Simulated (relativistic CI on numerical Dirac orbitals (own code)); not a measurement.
Calculated at this level of theory: Dirac-Coulomb-Breit CI, KLI orbitals optimised for each configuration, model QED, valence Slater integrals scaled by 0.85, P86 correlation estimate, and configurations built on the next ion tied to the tabulated ionisation energy (semi-empirical) (own radial code, finite nucleus).

CI space (outside the closed core [Ar]): 3d2 4s2, 3d3 4s, 3d2 4s 4p, 3d3 4p, 3d2 4s 4d, 3d2 4s 5s, 3d2 4s 5p, 3d2 4s 5d, 3d2 4s 6s, 3d2 4s 4f, 3d2 4s 5f, 3d4, 3d2 4p2, 3d 4s2 4p, 3d3 4d, 3d 4s2 6s, 3d3 5s, 3d2 4s 6p, 3d 4s2 4f, 3d 4s2 6p, 3d 4s2 5d, 3d2 4d2, 3d 4s 4p2, 3d2 4s 6d. Levels of other configurations are missing.

Configurations that consist of the next ion and one excited electron were tied to the tabulated ionisation energy; Rydberg ones are usually within 1,000 to 3,000 cm⁻¹ and the lowest ones within about 6,000 (9,000 in d shells), while levels on excited terms of the next ion carry the error of that term, and the other configurations can be misplaced by 10,000 cm⁻¹ or more. Rates follow the energies as ν³ (E1, M1) or ν⁵ (E2), so rates, branching and lifetimes can be off by large factors. The fine structure of a lone outer electron comes out too small, for d and f at times inverted, and misplaced configurations move strength between like terms. 65 of the 77 excited levels that our extract of the measured tables holds in this range could be paired (the sources list more); they are missed by 1028 cm⁻¹ on average and 3093 at most, and levels without a partner can miss by more.

Outline of the computed level scheme of Ti I. Lowest level of each configuration: 3d2 4s2 3F_2 at 0.0000 eV; 3d3 4s 5F_1 at 1.1305 eV; 3d2 4s 4p 5G°_2 at 1.8143 eV.

Some strong electric-dipole decays among the lowest 45 levels: 3d2 4s 4p 3D°_1 → 3d2 4s2 3F_2 (5.8e+06 s⁻¹); 3d2 4s 4p 3D°_2 → 3d2 4s2 3F_3 (5.0e+06 s⁻¹); 3d2 4s 4p 3F°_2 → 3d2 4s2 3F_2 (4.9e+06 s⁻¹); 3d2 4s 4p 3D°_3 → 3d2 4s2 3F_4 (4.9e+06 s⁻¹); 3d2 4s 4p 3F°_4 → 3d2 4s2 3F_4 (4.8e+06 s⁻¹); 3d2 4s 4p 3F°_3 → 3d2 4s2 3F_3 (4.6e+06 s⁻¹); 3d2 4s 4p 3G°_4 → 3d2 4s2 3F_3 (2.1e+06 s⁻¹); 3d2 4s 4p 3G°_3 → 3d2 4s2 3F_2 (2.0e+06 s⁻¹).

Rates of lines that live on the mixing of spin multiplicities can be off by large factors.
